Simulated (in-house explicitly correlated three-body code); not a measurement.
Computed with an exponentially correlated three-body code. Model: two electrons around a point charge, non-relativistic, variational in 260 exponentially correlated functions (energies converged to about 1e-7 hartree, or 1e-8 relative for large Z).

Command:
```bash
python run_hyl.py task.json out
```
Settings (lengths in bohr, energies in hartree):
```
Z                      6
screening              0.03
interaction_strength   1
functions              260
states_tried           13
```

Cost of the run: 2.6 min on 1 thread of Arm Neoverse N1, with other jobs on the host.

**Those bound S and P states to n = 4 that converged, binding against the one-electron ion.**

Given: nuclear charge 6; Yukawa screening of all interactions 0.03 1/bohr.

Computed: one-electron threshold -17.8206728 hartree.

```csv
term,energy (hartree),binding (eV)
1 1S,-32.0775051,387.95
2 3S,?,?
2 1S,?,?
2 3P,-20.8945048,83.643
2 1P,-20.7662445,80.153
3 3S,-19.1466589,36.082
3 1S,-19.0942564,34.656
3 3P,-19.0927592,34.615
3 1P,-19.0566926,33.634
4 3S,-18.4952856,18.357
4 1S,-18.4742568,17.785
4 3P,-18.4732471,17.757
4 1P,-18.4584495,17.355
```

Task: What belongs in the row 2 3S?

Result: energy (hartree): -21.0938639; binding (eV): 89.068.

Task: What belongs in the row 2 1S?

Result: energy (hartree): -20.8952644; binding (eV): 83.664.

**Converged states only, values per electron or pair (inverse distances are <exp(-kr)/r>).**

```
term  mean r (bohr)  mean r squared (bohr²)  mean inverse r (1/bohr)  mean r12 (bohr)  mean inverse r12 (1/bohr)  mean cosine  mean p1 dot p2 (bohr⁻²)  delta r1 (bohr⁻³)  delta r12 (bohr⁻³)
1 1S         0.2668                0.095745                   5.6576          0.39533                      3.409    -0.022071                  0.68528             61.441              6.1414
2 3S              ?                       ?                        ?                ?                          ?            ?                        ?                  ?                   -
2 1S        0.70779                 0.83391                   3.6042            1.195                     1.1367    -0.010288                 0.058388             37.239             0.98402
2 3P              ?                       ?                        ?                ?                          ?            ?                        ?                  ?                   -
2 1P        0.63104                 0.65591                   3.5904           1.0347                     1.2287     0.038469                   1.8413             34.455             0.23253
3 3S         1.4045                   3.759                   3.2565           2.5759                    0.46679   -0.0023206                 0.014312             35.266                   -
3 1S         1.4496                  4.0289                   3.2507           2.6634                     0.5028   -0.0032741                 0.017938             35.207             0.28708
3 3P          1.351                  3.5065                   3.2511           2.4723                    0.51018    -0.016971                 -0.46984             34.282                   -
3 1P         1.3849                  3.6997                   3.2467           2.5325                    0.52905    0.0096019                  0.48264             34.389             0.07624
4 3S          2.439                  12.086                   3.1299           4.6371                    0.25904  -0.00098967                0.0059043             34.741                   -
4 1S         2.4997                  12.731                   3.1276           4.7575                    0.27333   -0.0013979                0.0075962             34.721             0.11915
4 3P         2.4019                  11.803                   3.1277           4.5644                    0.27618   -0.0066954                 -0.18251             34.339                   -
4 1P         2.4473                  12.275                   3.1259           4.6521                    0.28412    0.0037799                   0.1936              34.38             0.03292
```

Task: What belongs in the row 2 3S?

Result: mean r (bohr): 0.67724; mean r squared (bohr²): 0.75198; mean inverse r (1/bohr): 3.626; mean r12 (bohr): 1.145; mean inverse r12 (1/bohr): 1.0001; mean cosine: -0.0071719; mean p1 dot p2 (bohr⁻²): 0.049559; delta r1 (bohr⁻³): 37.522.

Task: What belongs in the row 2 3P?

Result: mean r (bohr): 0.60748; mean r squared (bohr²): 0.60165; mean inverse r (1/bohr): 3.6069; mean r12 (bohr): 1.0205; mean inverse r12 (1/bohr): 1.1689; mean cosine: -0.068435; mean p1 dot p2 (bohr⁻²): -1.9777; delta r1 (bohr⁻³): 34.003.

**Electric-dipole lines between converged S and P states, rate of the upper state's decay.**

| s state | p state | p minus s (eV) | oscillator strength from s | rate (1/s) |
| --- | --- | --- | --- | --- |
| 1 1S | 2 1P | 307.8 | 0.64664 | 8.8609e+11 |
| 1 1S | 3 1P | 354.31 | 0.14 | 2.542e+11 |
| 1 1S | 4 1P | 370.59 | 0.05292 | 1.0512e+11 |
| 2 1S | 2 1P | 3.5108 | 0.09338 | 1.6648e+07 |
| 2 1S | 3 1P | 50.03 | 0.35057 | 1.2692e+10 |
| 2 1S | 4 1P | 66.309 | 0.089303 | 5.6794e+09 |
| 3 1S | 2 1P | -45.497 | -0.063098 | 5.6675e+09 |
| 3 1S | 3 1P | 1.0222 | 0.16336 | 2.4688e+06 |
| 3 1S | 4 1P | 17.301 | 0.3757 | 1.6266e+09 |
| 4 1S | 2 1P | -62.368 | -0.013384 | 2.2591e+09 |
| 4 1S | 3 1P | -15.849 | -0.1407 | 1.5336e+09 |
| 4 1S | 4 1P | 0.43014 | 0.23036 | 616480 |
| 2 3S | 2 3P | ? | ? | ? |
| 2 3S | 3 3P | 54.453 | 0.31547 | 1.353e+10 |
| 2 3S | 4 3P | 71.311 | 0.082939 | 6.1004e+09 |
| 3 3S | 2 3P | ? | ? | ? |
| 3 3S | 3 3P | 1.4667 | 0.22139 | 6.8884e+06 |
| 3 3S | 4 3P | 18.324 | 0.33748 | 1.6391e+09 |
| 4 3S | 2 3P | -65.286 | -0.013886 | 2.5682e+09 |
| 4 3S | 3 3P | -16.258 | -0.15399 | 1.7662e+09 |
| 4 3S | 4 3P | 0.5997 | 0.30767 | 1.6005e+06 |

Task: What belongs in the row 2 3S 2 3P?

Result: p minus s (eV): 5.4248; oscillator strength from s: 0.13169; rate (1/s): 5.6057e+07.

Task: What belongs in the row 3 3S 2 3P?

Result: p minus s (eV): -47.561; oscillator strength from s: -0.067789; rate (1/s): 6.6539e+09.

**Static dipole response.**

```json
{"state": "1 1S", "polarisability (bohr³)": "0.0089652"}
{"state": "2 1S", "polarisability (bohr³)": "5.7582"}
{"state": "2 3S", "polarisability (bohr³)": "3.4307"}
```
